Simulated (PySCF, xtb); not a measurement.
propa-1,2-dienylcyclopropane (C₆H₈), SMILES C=C=CC1CC1. One conformer was computed; it need not be the lowest.

Harmonic wavenumbers (cm⁻¹) from GFN2-xTB (xtb) at its own minimum, in rising order: 65, 142, 291, 309, 335, 494, 581, 794, 841, 857, 861, 883, 954, 979, 1010, 1066, 1070, 1101, 1106, 1155, 1193, 1237, 1281, 1380, 1440, 1455, 1489, 2091, 3025, 3051, 3065, 3068, 3087, 3088, 3090, 3109.

What does PBE0-D3(BJ)/def2-SVP in PySCF give at its own minimum? (An estimate is asked for; the answer gives what the named calculation found.)

76, 155, 307, 330, 344, 532, 617, 771, 829, 874, 875, 898, 944, 975, 995, 1061, 1068, 1106, 1120, 1182, 1204, 1233, 1282, 1398, 1434, 1475, 1520, 2097, 3138, 3140, 3148, 3153, 3191, 3228, 3243, 3253. Paired by order, the mean absolute difference is 37 cm⁻¹ and the zero-point energies are 73.0 and 74.6 kcal/mol.
